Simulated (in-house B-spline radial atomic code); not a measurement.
Successive ionisation energies of promethium; each step leads to the configuration of the next row (after the last: [He] 2s2 2p1). Dirac energy differences include first-order Breit, QED and recoil terms. NIST's values go from ground level to ground level; the uncertainty of those that are theory runs from under 0.1 % in few-electron ions to several per cent in heavy many-electron ones. Computed with a B-spline radial code for spherical atoms: Dirac-Hartree-Fock, average of the configuration, finite nuclei.

```json
{"ion": "Pm50+", "configuration": "[Ne] 3s1", "ionisation energy (eV)": "4476.2", "tabulated value (eV)": "4476", "tabulated kind": "tabulated theory", "computed minus tabulated (eV)": "0", "highest orbital": "3s1/2", "largest mean radius (bohr)": "0.23224"}
{"ion": "Pm51+", "configuration": "[He] 2s2 2p6", "ionisation energy (eV)": "10306.6", "tabulated value (eV)": "10115", "tabulated kind": "tabulated theory", "computed minus tabulated (eV)": "192", "highest orbital": "2p3/2", "largest mean radius (bohr)": "0.096502"}
{"ion": "Pm52+", "configuration": "[He] 2s2 2p5", "ionisation energy (eV)": "10583.8", "tabulated value (eV)": "10378", "tabulated kind": "tabulated theory", "computed minus tabulated (eV)": "206", "highest orbital": "2p3/2", "largest mean radius (bohr)": "0.095996"}
{"ion": "Pm53+", "configuration": "[He] 2s2 2p4", "ionisation energy (eV)": "10864.2", "tabulated value (eV)": "10671", "tabulated kind": "tabulated theory", "computed minus tabulated (eV)": "193", "highest orbital": "2p3/2", "largest mean radius (bohr)": "0.095494"}
{"ion": "Pm54+", "configuration": "[He] 2s2 2p3", "ionisation energy (eV)": "11147.7", "tabulated value (eV)": "10942", "tabulated kind": "tabulated theory", "computed minus tabulated (eV)": "206", "highest orbital": "2p3/2", "largest mean radius (bohr)": "0.094995"}
{"ion": "Pm55+", "configuration": "[He] 2s2 2p2", "ionisation energy (eV)": "11434.4", "tabulated value (eV)": "11819", "tabulated kind": "tabulated theory", "computed minus tabulated (eV)": "-385", "highest orbital": "2p3/2", "largest mean radius (bohr)": "0.094501"}
```

Question: Where is the largest jump?

Answer: From Pm50+ to Pm51+, by a factor of 2.30 (4476.2 to 10307 eV); the highest orbital goes from 3s1/2 to 2p3/2.

Where a p, d or f electron is removed, the computed value is a mean over both j, so it misses the tabulated one by a part of the spin-orbit splitting; averaging over terms and missing correlation add to the gap, relatively most at low charge.
